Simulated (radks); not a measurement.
The numbers below are computed, except where a source is named.
Numerical settings for the lutetium ion Lu+, [Xe] 4f14 6s2. Code: a radial shooting solver on a logarithmic mesh with Libxc functionals. Model: non-relativistic Kohn-Sham, SCAN, spin-unpolarised, spherical densities, point nucleus; meta-GGA in the generalised Kohn-Sham scheme; relativity is left out, which matters for an element this heavy. The defaults (mesh step 0.008 in ln r, mesh end at 40 bohr or more with all orbitals vanishing there, Anderson mixing 0.5 over 9 steps, residual threshold near 1e-9 with the energy settled to 1e-9 hartree or 1e-11 of itself, here a cap of 58 iterations) give E = -13856.489 hartree and 6s at -10.498 eV in 17 iterations. Run on one thread of a shared host, so times are rough (Arm Neoverse V2): 0.13 s of CPU time, 0.13 s wall, 17 iterations on 2648 mesh points. Changes against that run (0 stands for a change within the tolerance of the run):

setting	iterations	converged	E (mhartree)	e(6s) (meV)	CPU (s)
mesh step in ln r 0.12	4	no	diverged	-	0.01
mesh step in ln r 0.03	14	yes	+2.41	-1.65	0.04
mesh step in ln r 0.02	16	yes	+22.8	+0.247	0.06
mesh end (bohr) 1	11	level above zero	+3.05e+05	+1.61e+06	0.08
mesh end (bohr) 12	11	no	diverged	-	0.15
residual threshold 1e-16	58	no	0	0	0.3
residual threshold 0.1	12	yes	0	+0.408	0.11
mixing 0.05	8	no	diverged	-	0.09
linear mixing, mixing 0.2	58	no	0	-0.00628	0.36
linear mixing, mixing 0.05	58	no	+0.983	-130	0.4
mixing history 20	18	yes	0	0	0.14
iteration cap 3	3	no	+95.7	-849	0.03

Settled on a wrong energy, with an occupied level pushed above zero by the early mesh end: mesh end (bohr) 1 (+305 hartree). Apart from these: settings that end as converged yet miss the energy by more than 1 mhartree: mesh step in ln r 0.03 (+0.00241 hartree); mesh step in ln r 0.02 (+0.0228 hartree). A mesh that ends early acts as a hard wall.
